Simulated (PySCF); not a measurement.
## Vibration and rotation of BTe

ROHF-CCSD(T) constants of BTe, ²Σ⁺ (doublet), unpaired electrons σ ↑ (basis B def2-TZVPP, Te def2-TZVPP with ECP28; scalar-relativistic core potentials; PySCF 2.14; masses 11.0093 and 129.9062 u):

```
ωe           : 815.8 cm⁻¹
ωexe         : 4.11 cm⁻¹
Be           : 0.43269 cm⁻¹
αe           : 0.00282 cm⁻¹
De to B + Te : 3.82 eV
```

Task: What force constant and bond length do these constants imply?

Result: Reduced mass μred = 10.149 u; k = 5.8918×10⁻⁷·μred·ωe² (u, cm⁻¹, mdyn/Å) = 3.98 mdyn/Å; Re = √(16.8576/(μred·Be)) (u, cm⁻¹, Å) = 1.959 Å.

Task: Estimate the centrifugal constant D from the Kratzer relation and find the Dunham coefficient a1.

Result: D = 4Be³/ωe² = 4.87e-07 cm⁻¹; a1 = −1 − αeωe/(6Be²) = -3.05.

Correlated steps freeze 5 core orbitals. These are scalar-relativistic numbers at best; spin–orbit coupling would shift them, the dissociation energy most. The state was picked by a PBE0 search and need not be the measured ground state.
